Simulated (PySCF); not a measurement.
# CeCl4 at several levels of theory

Computed with PySCF 2.14.0 (density fitting, no spin-orbit coupling) at the geometry relaxed with PBE0:

```xyz
5
CeCl4 (singlet)
Ce    0.0000    0.0000    0.0000
Cl    1.4320    1.4320    1.4320
Cl   -1.4320   -1.4320    1.4320
Cl    1.4320   -1.4320   -1.4320
Cl   -1.4320    1.4320   -1.4320
```

```json
{"level": "PBE0", "basis": "Ce lcecp-2-SVP with ECP46, Cl def2-SVP", "state": "singlet", "HOMO (eV)": "–", "gap (eV)": "–", "charge on Ce1 (e)": "1.23", "population of f-type functions on Ce1 (polarisation alone where 4f lies in the core)": "0.12", "dipole about the centre of mass (D)": "0.00", "largest force component (eV/Å)": "0.01"}
{"level": "CAM-B3LYP", "basis": "the same", "state": "singlet", "HOMO (eV)": "–", "gap (eV)": "–", "charge on Ce1 (e)": "1.20", "population of f-type functions on Ce1 (polarisation alone where 4f lies in the core)": "0.12", "dipole about the centre of mass (D)": "0.00", "largest force component (eV/Å)": "0.03"}
{"level": "PBE0", "basis": "Ce lcecp-2-TZVP with ECP46, Cl def2-TZVP", "state": "singlet", "HOMO (eV)": "–", "gap (eV)": "–", "charge on Ce1 (e)": "1.51", "population of f-type functions on Ce1 (polarisation alone where 4f lies in the core)": "0.15", "dipole about the centre of mass (D)": "0.00", "largest force component (eV/Å)": "0.00"}
```

In the lcecp rows the 4f levels are missing from HOMO and gap, and the state counts the valence alone.

Charges are Mulliken's, which hang on the basis. The relaxation used the grid (50, 194), these runs (75, 302) or, all-electron (x2c bases, spin-free X2C Hamiltonian), (99, 590).

Question: What does wB97X with Ce lcecp-2-SVP with ECP46, Cl def2-SVP give here?

Answer: state singlet, charge on Ce1 (e) 1.27, population of f-type functions on Ce1 (polarisation alone where 4f lies in the core) 0.13, dipole about the centre of mass (D) 0.00, largest force component (eV/Å) 0.03. Time: 7.6 s on 2 threads of Arm Neoverse V2, on a shared host, from an already converged density.
